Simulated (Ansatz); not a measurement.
`OB(F)[SiH2]S`, relaxed with RKS PBE0-D4/def2-TZVP in Ansatz 0.2.0 from a PBE-D4/def2-SVP geometry. The force threshold is 0.005 eV/Å; the program also tests the step.

Charge 0, multiplicity 1.

Start:

```xyz
9

O    -1.044   -0.558    1.297
B    -0.294   -0.999    0.255
F    -0.265   -2.316   -0.029
Si    0.787    0.369   -0.802
S    -0.149    2.314   -0.571
H    -1.513   -1.283    1.757
H     2.224    0.359   -0.335
H     0.805    0.074   -2.277
H    -0.551    2.040    0.703
```

```
step  energy (eV)  largest force (eV/Å)  largest move (Å)
   1  -24212.2788                 0.632             0.000
   2  -24212.3064                 0.214             0.026
   3  -24212.3076                 0.166             0.027
   4  -24212.3102                 0.034             0.020
   5  -24212.3103                 0.028             0.004
   6  -24212.3104                 0.028             0.012
   7  -24212.3105                 0.018             0.007
   8  -24212.3106                 0.007             0.007
   9  -24212.3106                 0.019             0.018
  10  -24212.3107                 0.033             0.021
  11  -24212.3108                 0.051             0.028
  12  -24212.3108                 0.033             0.006
  13  -24212.3108                 0.018             0.003
  14  -24212.3109                 0.002             0.006
  15  -24212.3109                 0.003             0.006
```

End:

```xyz
9

O    -1.096   -0.577    1.265
B    -0.283   -0.987    0.271
F    -0.169   -2.294    0.023
Si    0.776    0.376   -0.800
S    -0.081    2.323   -0.543
H    -1.541   -1.298    1.725
H     2.203    0.334   -0.373
H     0.741    0.077   -2.255
H    -0.548    2.046    0.686
```

Hardware: 4 threads of an Arm Neoverse V1 on a shared host. Wall time 49 s, peak host memory 0.48 GiB.
